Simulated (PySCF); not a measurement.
# P²⁺: excitation energy

P²⁺ [Ne] 3s2 3p1 (2P) → P²⁺ [Ne] 3s2 4s1 (2S), as a difference of total energies. Calculation: PySCF 2.14, in aug-cc-pwCVTZ; no relativity, point nucleus. Correlated levels: valence and next inner shell: 1s2 frozen. The calculations carry no spin-orbit coupling.

| method | excitation energy (cm⁻¹) |
| --- | --- |
| UHF | 116960 |
| MP2 (valence and next inner shell) | 116670 |
| SCS-MP2 (valence and next inner shell) | 116930 |
| CCSD (valence and next inner shell) | 117790 |
| CCSD(T) (valence and next inner shell) | 117470 |

A first-order spin-orbit estimate (lowest level to lowest level, LS coupling) adds 0.041 eV.

The promoted electron is Rydberg-like, and one or two diffuse shells describe it only roughly, which tends to raise the upper state.
